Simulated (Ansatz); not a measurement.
C₂H₆Cl₂OSn, singlet, at a GFN2-xTB geometry (such geometries of metal compounds can be far from the true shape) (core potentials on Sn); B3LYP/def2-TZVP in Ansatz (an electronic-structure program).

The Ansatz input:
Ansatz 0.2 input:
```yaml
crystal:
  periodic: [false, false, false]
  atoms:
    - {symbol: Sn, position_ang: [0.36118176, 0.19092025, 0.54323387]}
    - {symbol: Cl, position_ang: [1.78630869, -1.47802971, -0.14891905]}
    - {symbol: Cl, position_ang: [0.77198079, 1.97106690, -0.85550221]}
    - {symbol: O, position_ang: [-1.49796915, -0.40027718, 0.26292582]}
    - {symbol: C, position_ang: [-2.11157243, -0.80753381, -0.93391901]}
    - {symbol: C, position_ang: [-3.60400914, -0.93813301, -0.66856566]}
    - {symbol: H, position_ang: [0.26305409, 0.49969422, 2.22157804]}
    - {symbol: H, position_ang: [-1.94182444, -0.07344702, -1.73115400]}
    - {symbol: H, position_ang: [-1.70408775, -1.77101803, -1.26221262]}
    - {symbol: H, position_ang: [-4.00654714, 0.02004383, -0.35296920]}
    - {symbol: H, position_ang: [-4.11025102, -1.26387914, -1.57282118]}
    - {symbol: H, position_ang: [-3.77311055, -1.66282012, 0.12254789]}
basis:
  gaussian:
    orbitals: def2-TZVP
hamiltonian:
  xc: b3lyp
```

**Question.** Write the output that Ansatz gives for this input, abridged.

**Answer.** 
```
Functional definition: B3LYP
1733 factors; their error is unknown
mean field evaluation 1: about -35092.5142 eV, gradient 7.3e1 eV
mean field evaluation 2: about -35018.3631 eV, gradient 1.9e2 eV
mean field evaluation 4: about -35103.2622 eV, gradient 1.5e1 eV
mean field evaluation 8: about -35103.6410 eV, gradient 3.3e-1 eV
mean field evaluation 16: about -35103.7420 eV, gradient 3.7e-4 eV
mean field -35103.74198942 eV, -1290.0387239403 hartree, gradient 8.3e-5 eV, S^2 0.000000; 0 other end points of the search recorded, 0 dependent functions left out
reference -35103.74233602 eV, -1290.0387366775 hartree; 41, 41 occupied and 212, 212 virtual orbitals, 1733 factors
Total energy: -35103.74233602 eV, -1290.0387366775 hartree
```
